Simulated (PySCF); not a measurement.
**Computed data sheet: `S(C)c1ccoc1`**

C5H6OS.
Numbering: `[CH3:1][S:2][c:3]1[cH:4][cH:5][o:6][cH:7]1` (hydrogens: H8, H9, H10 on C1; H11 on C4; H12 on C5; H13 on C7)

Geometry (GFN2-xTB, Å), atoms numbered from 1 in this order:
```xyz
13
C5H6OS angstrom
C      2.4186    0.2448   -0.2942
S      1.3094   -1.1752   -0.5128
C     -0.2446   -0.4323   -0.2047
C     -1.4876   -1.1241   -0.2458
C     -2.4342   -0.1965    0.0483
O     -1.8776    1.0046    0.2656
C     -0.5457    0.8614    0.1117
H      3.4240   -0.1253   -0.4684
H      2.3303    0.6233    0.7198
H      2.1722    1.0144   -1.0197
H     -1.6266   -2.1615   -0.4649
H     -3.5004   -0.2679    0.1305
H      0.0578    1.7345    0.2524
```

Among its groups: aromatic ring with oxygen and sulfide.

From GFN2-xTB geometry:

```yaml
Point_group_of_the_GFN2-xTB_geometry: Cs
Rotational_constants_A_B_C_of_the_GFN2-xTB_geometry: 5.891, 1.507, 1.209 GHz
```

wB97X-D/def2-SVPD ground state and vertical TDDFT (core frozen in the response) (PySCF):

```yaml
Dipole_moment: 0.94 D
HOMO_energy: -7.82 eV
LUMO_energy: 1.89 eV
HOMO–LUMO_gap: 9.71 eV
Lowest_singlet_excitation: 5.35 eV (232 nm, f = 0.000)
Strongest_line_among_the_8_lowest_singlet_transitions: S6 at 6.79 eV (183 nm, f = 0.352)
Lowest_triplet_excitation_Tamm–Dancoff: 4.00 eV
Static_isotropic_polarisability: 79.4 au
Electronic_spatial_extent_⟨r²⟩_about_the_centre_of_nuclear_charge: 942 bohr²
```

Monoisotopic mass (most abundant isotopes): 114.0139 u.

S1 lies 4.36 eV below the HOMO–LUMO gap; its leading configuration is HOMO→LUMO+1, weight 0.72. The rotational constants make it an asymmetric top with κ = (2B − A − C)/(A − C) = -0.87, nearer the prolate limit (−1). No computed singlet falls in the visible range (750 to 380 nm, 1.65 to 3.26 eV); S1 lies 2.09 eV above its blue end. With B = h/(8π²I), that is 505.379 GHz u Å² over I, the principal moments of inertia are 85.8, 335.3 and 417.9 u Å² (most abundant isotopes). The principal polarisabilities are 54.9, 80.3 and 103.0 au; their mean is the isotropic value. The largest Löwdin shares of the HOMO are 0.42 on S2, 0.19 on C7, 0.15 on C3 and 0.07 on O6.

The structure is a single GFN2-xTB conformer in the gas phase; no vibrational or solvent corrections.

For the TDDFT job (wB97X-D/def2-SVPD), on one thread of an Arm Neoverse N1, on a shared host, this took 49 s.
